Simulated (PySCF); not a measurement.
A calculated (BP86, PySCF 2.14, Sapporo-DKH3-DZP-2012, scalar relativity by spin-free X2C-1e) atom or ion has these occupied shells.

| shell | electrons | orbital energy (eV) | rms radius, mean of both spins (bohr) |
| --- | --- | --- | --- |
| 1s | 2 | -37191.9 | 0.0292 |
| 2s | 2 | -5890.2 | 0.119 |
| 2p | 6 | -5289.8 | 0.106 |
| 3s | 2 | -1254.1 | 0.312 |
| 3p | 6 | -1060.9 | 0.312 |
| 3d | 10 | -777.25 | 0.289 |
| 4s | 2 | -256.31 | 0.716 |
| 4p | 6 | -193.81 | 0.762 |
| 4d | 10 | -102.38 | 0.863 |
| 5s | 2 | -46.048 | 1.73 |
| 5p | 6 | -31.017 | 2.01 |

**Question.** Name the element and its charge.

**Answer.** Ba²⁺ (barium, charge +2), in [Xe], closed-shell 1S.
